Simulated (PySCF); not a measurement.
Compound: C4H6F3P.
Numbering: `[CH3:1][CH2:2]/[CH:3]=[P:4]\[C:5]([F:6])([F:7])[F:8]` (hydrogens: H9, H10, H11 on C1; H12, H13 on C2; H14 on C3)

A linear-response calculation (PySCF, def2-SVPD basis, gas phase, vertical, core orbitals frozen in the response) gave these numbers; the functional is withheld.

Orbital energies (eV): HOMO-3 -10.30, HOMO-2 -9.55, HOMO-1 -8.13, HOMO -7.60, LUMO -2.28, LUMO+1 0.26, LUMO+2 0.32.

| state | E (eV) | f | main configurations (H = HOMO, L = LUMO) |
| --- | --- | --- | --- |
| S1 | 4.77 | 0.0049 | H-1→L (99%) |
| S2 | 5.40 | 0.287 | H→L (94%) |
| S3 | 6.04 | 0.0010 | H-2→L (94%) |
| S4 | 6.62 | 0.0008 | H→L+1 (79%), H→L+2 (17%) |
| S5 | 6.93 | 0.0035 | H-3→L (92%) |
| S6 | 7.01 | 0.028 | H→L+2 (76%), H→L+1 (15%) |

Triplets, Tamm–Dancoff:

| state | E (eV) | λ (nm) | main configurations (H = HOMO, L = LUMO) |
| --- | --- | --- | --- |
| T1 | 2.88 | 431.1 | H→L (98%) |
| T2 | 3.95 | 313.8 | H-1→L (98%) |
| T3 | 5.70 | 217.6 | H-2→L (86%) |
| T4 | 6.19 | 200.3 | H-1→L+1 (74%), H-1→L+2 (14%) |

Vertical ionisation energy by ΔSCF with the same functional: 9.83 eV. Mean static polarisability: 79.5 au.

Problem. Name the functional.
A. CAM-B3LYP
B. PBE
C. B3LYP
D. HF

Solution. C. B3LYP is a global hybrid with 20% exact exchange. In this run −ε(HOMO) = 7.60 eV differs from the ΔSCF value by -2.24 eV, and S1 differs from the orbital gap of 5.31 eV by -0.55 eV. The ratio −ε(HOMO)/IP is 0.77. Usual ranges for neutral molecules in this basis: 0.67 to 0.83 with B3LYP, 0.5 to 0.7 with PBE, 0.85 to 0.93 with CAM-B3LYP; Hartree–Fock can't fall below 1, since the ion's relaxation only lowers the ΔSCF value.

Theory: TDDFT B3LYP/def2-SVPD, vertical, gas phase, core orbitals frozen in the response in PySCF. The structure is a single PBE0-D3(BJ)/def2-SVP conformer in the gas phase; no vibrational or solvent corrections.

The values belong to the conformer `[CH3:1][CH2:2]/[CH:3]=[P:4]\[C:5]([F:6])([F:7])[F:8]`: C1–C2–C3–P4 -114°, C3–P4–C5–F6 178°.
